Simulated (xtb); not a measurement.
C3H9N, charge -1, doublet, at the geometry of the source list (a state made from the parent by changing its charge; the spin is typed, not shown lowest); GFN2-xTB (xtb 6.7.1).

The xtb input:
```
$ xtb mol.xyz --gfn 2 --chrg -1 --uhf 1 --acc 30 --json

# file mol.xyz
13

C     -0.61420000     1.11590000     0.56410000
C     -0.09010000     0.02020000    -0.36040000
C      1.35060000    -0.34120000    -0.00900000
N     -0.92020000    -1.16670000    -0.18850000
H      0.00310000     2.00670000     0.48570000
H     -0.60020000     0.76100000     1.59070000
H     -1.63700000     1.37810000     0.30330000
H     -0.11220000     0.39990000    -1.40170000
H      1.72360000    -1.11430000    -0.67700000
H      1.39180000    -0.71630000     1.00970000
H      1.99300000     0.53090000    -0.09460000
H     -0.60270000    -1.91270000    -0.79820000
H     -1.88540000    -0.96140000    -0.42410000
```

Problem. Predict the main parts of the log of this xtb run.

Solution. 
```
   ID    Z sym.   atoms
    1    6 C      1-3
    2    7 N      4
    3    1 H      5-13

           -------------------------------------------------
          |                Calculation Setup                |
           -------------------------------------------------

           -------------------------------------------------
          |                 G F N 2 - x T B                 |
           -------------------------------------------------

          ...................................................
          :                      SETUP                      :
          :.................................................:
          :  # basis functions                  25          :
          :  # atomic orbitals                  25          :
          :  # shells                           17          :
          :  # electrons                        27          :
          :  max. iterations                   250          :
          :  Hamiltonian                  GFN2-xTB          :
          :  restarted?                      false          :
          :  GBSA solvation                  false          :
          :  PC potential                    false          :
          :  electronic temp.          300.0000000     K    :
          :  accuracy                   30.0000000          :
          :  -> integral cutoff          0.2000000E+02      :
          :  -> integral neglect         0.3000000E-06      :
          :  -> SCF convergence          0.3000000E-04 Eh   :
          :  -> wf. convergence          0.3000000E-02 e    :
          :  Broyden damping             0.4000000          :
          :  net charge                         -1          :
          :  unpaired electrons                  1          :
          ...................................................

 iter      E             dE          RMSdq      gap      omega  full diag
   1    -13.8751512 -0.138752E+02  0.363E+00    1.77       0.0  T
   2    -13.9472126 -0.720614E-01  0.155E+00    0.97       1.0  T
   3    -13.9488746 -0.166202E-02  0.797E-01    1.05       1.0  T
   4    -13.9490238 -0.149213E-03  0.178E-01    0.96       1.0  T
   5    -13.9490990 -0.751936E-04  0.583E-02    0.97       1.0  T
   6    -13.9491079 -0.894250E-05  0.288E-02    0.98       1.0  T
   7    -13.9491087 -0.757217E-06  0.283E-03    0.98       9.8  T

   *** convergence criteria satisfied after 7 iterations ***

         :::::::::::::::::::::::::::::::::::::::::::::::::::::
[...]
         :: total energy             -13.756008494476 Eh    ::
[...]
    11   1 H        0.925    -0.078     4.841     3.441
    12   1 H        0.860    -0.025     3.560     2.955
    13   1 H        0.860    -0.025     3.563     2.957

 Mol. C6AA /au·bohr⁶  :       1409.127989
 Mol. C8AA /au·bohr⁸  :      26837.190521
 Mol. α(0) /au        :         56.441216

Wiberg/Mayer (AO) data.
largest (>0.10) Wiberg bond orders for each atom

 ---------------------------------------------------------------------------
     #   Z sym  total        # sym  WBO       # sym  WBO       # sym  WBO
 ---------------------------------------------------------------------------
     1   6 C    3.986 --     2 C    1.024     6 H    0.986     7 H    0.974
                             5 H    0.898
     2   6 C    3.941 --     1 C    1.024     3 C    1.024     8 H    0.909
                             4 N    0.863
     3   6 C    3.986 --     2 C    1.024    10 H    0.985     9 H    0.974
                            11 H    0.898
     4   7 N    2.790 --     2 C    0.863    12 H    0.862    13 H    0.861
     5   1 H    0.990 --     1 C    0.898
     6   1 H    1.000 --     1 C    0.986
     7   1 H    0.999 --     1 C    0.974
     8   1 H    0.988 --     2 C    0.909
     9   1 H    0.999 --     3 C    0.974
    10   1 H    1.000 --     3 C    0.985
    11   1 H    0.990 --     3 C    0.898
    12   1 H    0.988 --     4 N    0.862
    13   1 H    0.988 --     4 N    0.861
 ---------------------------------------------------------------------------

Topologies differ in total number of bonds
Writing topology from bond orders to xtbtopo.mol

molecular dipole:
                 x           y           z       tot (Debye)
 q only:        0.586       0.677       0.285
   full:        0.601       0.786       0.061       2.521
molecular quadrupole (traceless):
                xx          xy          yy          xz          yz          zz
 q only:       -1.187      -2.573      -2.110      -0.308      -1.392       3.297
  q+dip:       -1.375      -3.562      -3.181       0.200      -1.045       4.555
   full:       -0.952      -3.286      -2.813       0.287      -0.542       3.766

           -------------------------------------------------
          | TOTAL ENERGY              -13.756008494476 Eh   |
          | GRADIENT NORM               0.327315454775 Eh/α |
          | HOMO-LUMO GAP               0.977147467228 eV   |
           -------------------------------------------------

normal termination of xtb
```
